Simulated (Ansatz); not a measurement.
Program: Ansatz. Geometries: PBE0-D4/def2-TZVP. ΔE: electronic, gas phase. CBS: MP2 limit from def2 TZ/QZ plus the TZ coupled-cluster correction, frozen cores. Functionals use def2-TZVPP. B3LYP here is the variant with VWN-RPA as its local correlation; programs differ in this. One conformer a species, not always the lowest.

Consider the redistribution: `C[O][AlH][F]` + `CO[SiH2]N[SiH2]O` → `C[O][Al]([F])[O]C` + `O[SiH2]N[SiH3]`.

```tsv
level	ΔE (kJ/mol)	difference from CCSD(T)/CBS
r2SCAN-D4	-8.7	0.7
PBE0-D4	-8.3	1.1
ωB97M-V	-4.0	5.4
B2PLYP	-12.9	-3.5
PBE	-11.3	-1.9
r2SCAN	-9.8	-0.4
PBE0	-12.1	-2.7
B3LYP	-15.8	-6.4
SCS-MP2/def2-TZVPP	-11.8	-2.4
CCSD(T)/def2-TZVPP	-9.8	-0.4
HF/def2-QZVPP	-18.3	-8.9
MP2/def2-QZVPP	-9.6	-0.2
SCS-MP2/def2-QZVPP	-11.9	-2.5
HF/CBS(def2)	-18.4	-9.0
MP2/CBS(def2)	-9.2	0.2
CCSD/CBS(def2)	-11.8	-2.4
CCSD(T)/CBS	-9.4	0
```

Largest T1 diagnostic among the species: 0.013.

In def2-TZVPP, CCSD(T) changes the Hartree–Fock value by +7.9 kJ/mol (the triples alone add +2.4 kJ/mol) and MP2 by +8.1 kJ/mol. The D4 term adds +7.1 kJ/mol with B3LYP and +3.8 kJ/mol with PBE0; it sums over pairs of atoms, weighted by their polarisabilities, and B3LYP, whose exchange is more repulsive, gets the larger term.
